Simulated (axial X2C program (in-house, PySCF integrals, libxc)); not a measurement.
## ClGdCl: the levels of the configuration f8 s0

Calculated with an in-house all-electron X2C program for linear molecules (integrals from PySCF): two-component X2C with atomic mean-field Coulomb and Gaunt terms, basis Cl dyall-av3z, Gd dyall-v3z (cores contracted in-house). Orbitals come from Hartree–Fock averaged over the configuration Gd f8 s0; CI then distributes these electrons over the f, s shells of Gd.

Cl–Gd–Cl held linear, both bonds 2.676 Å (near the minimum of the configuration average).

Active spinors (ω > 0):

```json
{"shell": "f", "ω": "5/2", "ε (eV)": "-1.15", "character": "100% Gd f"}
{"shell": "f", "ω": "3/2", "ε (eV)": "-1.03", "character": "100% Gd f"}
{"shell": "f", "ω": "1/2", "ε (eV)": "-0.94", "character": "100% Gd f"}
{"shell": "f", "ω": "7/2", "ε (eV)": "-0.55", "character": "100% Gd f"}
{"shell": "f", "ω": "5/2", "ε (eV)": "-0.45", "character": "100% Gd f"}
{"shell": "f", "ω": "3/2", "ε (eV)": "-0.37", "character": "100% Gd f"}
{"shell": "f", "ω": "1/2", "ε (eV)": "-0.31", "character": "99% Gd f"}
{"shell": "s", "ω": "1/2", "ε (eV)": "-0.40", "character": "67% Gd s, 20% Gd d, 6% Cl s"}
```

Lowest levels of this model:

```
Ω  energy (cm⁻¹)     g∥  configuration
6              0  17.96        100% f8
5            362  14.38        100% f8
4            731  10.86        100% f8
3           1105   7.45        100% f8
2           1472   4.28        100% f8
1           1794   1.64        100% f8
0           1944   0.00        100% f8
5           2185  15.57        100% f8
4           2337  11.76        100% f8
3           2496   8.01        100% f8
2           2652   4.44        100% f8
1           2779   1.48        100% f8
0           2831   0.00        100% f8
0           3388   0.00        100% f8
1           3501   2.77        100% f8
2           3677   6.15        100% f8
3           3802   9.55        100% f8
0           3818   0.00        100% f8
4           3847  13.32        100% f8
1           4218   3.85        100% f8
0           4346   0.00        100% f8
2           4614   7.31        100% f8
3           5047  10.93        100% f8
0           5050   0.00        100% f8
0           6037   0.00        100% f8
```

g∥ is the magnitude of 2⟨Lz + ge Sz⟩ for the +Ω component.

**Question.** From Ω and g∥ of the lowest level, whose 2⟨Lz + ge Sz⟩ is positive, find ⟨Sz⟩ and ⟨Lz⟩ (ge = 2.0023).

**Answer.** Ω = ⟨Lz⟩ + ⟨Sz⟩ = 6 and ⟨Lz⟩ + ge⟨Sz⟩ = 8.980, so ⟨Sz⟩ = 2.97 and ⟨Lz⟩ = 3.03.

Occupations of the active spinors in the lowest level by ω, shell by shell in order of energy: -7/2: 0.00; -5/2: 0.93 0.07; -3/2: 0.83 0.17; -1/2: 0.69 0.31 0.00; 1/2: 0.46 0.54 0.00; 3/2: 0.30 0.70; 5/2: 1.00 1.00; 7/2: 1.00. The leading determinant has weight 0.20 among 450.

This point took 5.2 s on 1 thread of Arm Neoverse V1 (shared host).

Dynamic correlation is missing, so gaps between terms are too wide and other configurations may lie lower; the lowest level listed is that of this model, not necessarily the ground state. At most 4 roots were kept for each Ω > 0 (twice that for Ω = 0) within 2.2 eV of the lowest, so higher up levels can be missing between those listed; levels with Ω > 0 are doubly degenerate and listed once, Ω = 0 levels singly. States that fill the shells left empty in the average are placed too high. The molecule was held linear; bending was not examined.
